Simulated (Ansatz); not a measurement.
Frontier orbitals of `[CH3][Al]1[BH][S]1`.

The species carries charge 0 and has multiplicity 1. The geometry is a stationary point of PBE0-D4/def2-TZVP. Basis def2-TZVPP, the Gaussian-basis code of Ansatz.

| functional | HOMO (eV) | LUMO (eV) | gap (eV) |
| --- | --- | --- | --- |
| LDA (SPW92) | -5.24 | -2.86 | 2.38 |
| PBE | -5.13 | -2.66 | 2.47 |
| PBE0 | -6.14 | -1.81 | 4.33 |
| B3LYP | -5.96 | -1.96 | 4.00 |
| LC-ωPBE | -8.65 | 0.31 | 8.96 |
| ωB97M-V | -8.14 | 0.09 | 8.23 |
| HF | -8.45 | 1.26 | 9.71 |

Against PBE, PBE0 changes HOMO and LUMO by −1.02 and +0.85 eV, ωB97M-V by −3.02 and +2.75 eV. A gap of 2.47 eV thus becomes 8.23 eV for the same molecule, so an orbital gap means little without its functional. A positive LUMO is unbound and depends on the basis.

B3LYP here is the variant with VWN-RPA as its local correlation; programs differ in this. LC-ωPBE has ω = 0.4 bohr⁻¹.
